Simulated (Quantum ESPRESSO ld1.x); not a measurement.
Question: Co24+, 3 electrons, occupied as [He] 2s1 (the NIST ground configuration). Calculated with ld1.x of Quantum ESPRESSO 7.5: scalar-relativistic Kohn-Sham, relativistic LDA (MacDonald-Vosko exchange, VWN5 correlation), spin-unpolarised, spherical densities, point nucleus; without spin polarisation the odd electron is poorly described. Some entries of the table are withheld. Estimate them.

orbital,occ.,eigenvalue (hartree),<1/r> (bohr^-1),r(max) (bohr)
1s,2,-338.079,(1),0.037
2s,1,-79.5662,(2),(3)
2p,0,(4),(5),0.156
3s,0,(6),2.837,0.511

Answer: 
(1) 1s <1/r> (bohr^-1): 27.09
(2) 2s <1/r> (bohr^-1): 6.513
(3) 2s r(max) (bohr): 0.200
(4) 2p eigenvalue (hartree): -77.3067
(5) 2p <1/r> (bohr^-1): 6.393
(6) 3s eigenvalue (hartree): -34.1993
